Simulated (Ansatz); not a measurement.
Conformers of `O[SiH](O)[SiH](F)F`, each relaxed with PBE0-D4/def2-TZVP in Ansatz. CBS adds the triple-zeta coupled-cluster correction to the MP2 limit.

Not all of them had a frequency check.

Conformer A:

```xyz
10

O    -1.844    0.533   -0.729
Si   -0.841   -0.571   -0.046
O    -1.053   -0.803    1.565
Si    1.383    0.163   -0.382
F     1.323    1.613   -1.056
F     2.052    0.368    1.058
H    -1.591    1.457   -0.721
H    -1.176   -1.860   -0.683
H    -0.575   -0.246    2.181
H     2.321   -0.655   -1.187
```

Conformer B:

```xyz
10

O    -0.865   -1.078    1.368
Si   -0.261   -0.691   -0.113
O    -1.491   -0.427   -1.159
Si    0.859    1.373   -0.033
F     2.001    1.276    1.081
F     1.598    1.655   -1.418
H    -0.396   -1.731    1.889
H     0.629   -1.805   -0.558
H    -2.111   -1.137   -1.336
H     0.038    2.566    0.281
```

(1) Which is lowest in electronic energy at CCSD(T)/CBS (frozen core, def2 sets), and by how much? (Best estimate.)

(2) Give the energies relative to B (kJ/mol) with PBE-D4/def2-TZVPP, PBE0-D4/def2-TZVPP, ωB97M-V/def2-TZVPP, SCS-MP2/def2-TZVPP, SCS-MP2/def2-QZVPP, MP2/CBS(def2), CCSD/CBS(def2). (An estimate is asked.)

Results:

(1) Ansatz gave: B; A lies 0.4 kJ/mol higher. Gaps under about 2 kJ/mol don't settle the order.

(2) The calculation gave: 
```tsv
level	A
PBE-D4/def2-TZVPP	-3.1
PBE0-D4/def2-TZVPP	-1.0
ωB97M-V/def2-TZVPP	-1.5
SCS-MP2/def2-TZVPP	1.1
SCS-MP2/def2-QZVPP	1.2
MP2/CBS(def2)	0.2
CCSD/CBS(def2)	1.5
```
